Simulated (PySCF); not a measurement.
SMILES BCCC#C (C4H7B) (GFN2-xTB optimised geometry):

```
12

B      2.559     0.497     1.294
C      0.999     0.410     1.185
C      0.437    -0.392     0.000
C     -1.012    -0.392     0.000
C     -2.208    -0.368     0.033
H      3.257    -0.008     0.503
H      3.030     1.085     2.189
H      0.588     1.425     1.146
H      0.593    -0.006     2.114
H      0.790     0.040    -0.941
H      0.790    -1.425     0.050
H     -3.257    -0.359     0.048
```

Calculation: CAM-B3LYP/def2-TZVP run with PySCF.

### Question
What are the frontier orbital energies and the dipole moment?

### Answer
HOMO-2 -10.80 eV, HOMO-1 -9.09 eV, HOMO -9.04 eV, LUMO -0.46 eV, LUMO+1 1.77 eV; dipole moment 0.37 D.

Meta-Löwdin charges at CAM-B3LYP/def2-TZVP: B1 0.05, C2 -0.30, C3 -0.19, C4 -0.02, C5 -0.24, H6 0.01, H7 0.01, H8 0.14, H9 0.13, H10 0.13, H11 0.13, H12 0.17.
